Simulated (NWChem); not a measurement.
A series in which one site is exchanged, each optimised at PBE0/def2-SVP with NWChem, gas phase unless a solvent is named. Some are not confirmed as minima by frequencies. def2 effective core potentials on I; no spin-orbit coupling.

A: [SiH3][Mg][F] (MgSiH3F; site = F)
B: [SiH3][Mg][Cl] (MgSiH3Cl; site = Cl)
C: [MgH][SiH3] (MgSiH4; site = H)
D: [Mg]([SiH3])[I] (MgSiH3I; site = I)

```csv
quantity,A,B,C,D
"dipole (D), PBE0/def2-SVP",1.33,…,0.61,1.20
"orbital gap (eV), PBE0/def2-SVP",6.43,…,5.84,6.14
"static polarisability, PBE0/def2-SVPD (bohr³)",60.0,…,68.5,103.6
"lowest singlet excitation, PBE0/def2-SVPD, TDA (eV)",5.77,…,4.62,5.00
```

### Question
Fill in the missing entries.

### Answer

- dipole (D), PBE0/def2-SVP, B: 1.38
- orbital gap (eV), PBE0/def2-SVP, B: 6.37
- static polarisability, PBE0/def2-SVPD (bohr³), B: 76.8
- lowest singlet excitation, PBE0/def2-SVPD, TDA (eV), B: 5.57
